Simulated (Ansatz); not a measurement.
Molecule: C3H8B, net charge 0, doublet state. It need not be the lowest isomer of its formula. 
Structure (B3LYP-D3(BJ)/def2-TZVP (Ansatz, a quantum-chemistry and plane-wave program) minimum search):
```xyz
12

B      0.0628    -0.0113     0.0034
C      1.5752    -0.2837     0.0843
C     -0.4662     1.4649    -0.1254
C     -0.9570    -1.2086     0.0493
H      1.9928    -1.2796     0.2047
H      2.3232     0.5023     0.0263
H      0.2661     2.1771    -0.5114
H     -0.7391     1.8108     0.8819
H     -1.3818     1.5404    -0.7183
H     -1.8977    -0.9498     0.5428
H     -1.2275    -1.4567    -0.9872
H     -0.5623    -2.1238     0.4956
```
Charge 0, spin multiplicity 2.

Dipole moments at this geometry, in debye (magnitudes).

```tsv
level	program	dipole (D)
PBE/def2-TZVPD	Ansatz	0.39
BLYP/def2-TZVPD	Ansatz	0.41
B97M-V/def2-TZVPD	Ansatz	[?]
BHLYP/def2-TZVPD	Ansatz	0.40
LC-wPBE/def2-TZVPD	Ansatz	0.38
CCSD(T)/aug-cc-pVDZ	Ansatz	[?]
```

Q: Fill in the missing entries.

A: 
- B97M-V/def2-TZVPD, dipole (D): 0.38
- CCSD(T)/aug-cc-pVDZ, dipole (D): 0.41
